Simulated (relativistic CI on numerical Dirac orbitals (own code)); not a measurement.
Sensitivity of the levels of Bi⁵⁸⁺ to α and to the nuclear radius

Computed by Dirac-Coulomb-Breit CI, KLI orbitals optimised for each configuration, derivatives by finite differences, unscaled Slater integrals, QED left out (own radial code, finite nucleus).

CI space (outside the closed core [Ne]): 3s2.3p6.3d7, 3s2.3p5.3d8, 3s2.3p4.3d9, 3s.3p6.3d8, 3p6.3d9, 3s.3p5.3d9, 3s2.3p6.3d6.4s, 3s2.3p6.3d6.4p. Levels of other configurations are missing.

With x = (α/α₀)² − 1 an excitation energy changes as ω = ω₀ + qx; K = 2q/ω₀ is the relative enhancement. Terms are leading LS components, so labels can repeat. The field-shift factor is F = δν/δ⟨r²⟩ for the transition from the lowest level.

Lowest level 3s2.3p6.3d7 4F_9/2.

```tsv
Level	ω₀ (cm⁻¹)	q (cm⁻¹)	F (GHz/fm²)
3s2.3p6.3d7 2P_3/2	122057	14650	-0.422
3s2.3p6.3d7 2D_5/2	194086	28560	1.91
3s2.3p6.3d7 4F_7/2	931428	989400	40.9
3s2.3p6.3d7 4F_9/2	991224	971900	41
3s2.3p6.3d7 4P_3/2	1027329	999400	41.6
3s2.3p6.3d7 4P_5/2	1050166	1.002e+06	41.9
3s2.3p6.3d7 2P_1/2	1058188	993400	40.2
3s2.3p6.3d7 2H_11/2	1069825	965700	42
3s2.3p6.3d7 2F_7/2	1142047	991200	42.1
3s2.3p6.3d7 2F_5/2	1180479	981400	42.1
3s2.3p6.3d7 2D_3/2	1357356	1.003e+06	44.4
3s2.3p6.3d7 4F_5/2	1927729	1.97e+06	81.6
3s2.3p6.3d7 4P_3/2	1969698	1.98e+06	81.3
```

At this charge energies of transitions that change n are usually good to better than 1 %, and those within a shell (Δn = 0) to a few per cent.

Q: Which transition from the lowest level has the largest |K|?

A: 3s2.3p6.3d7 4F_7/2 at 931428 cm⁻¹, K = 2.12.
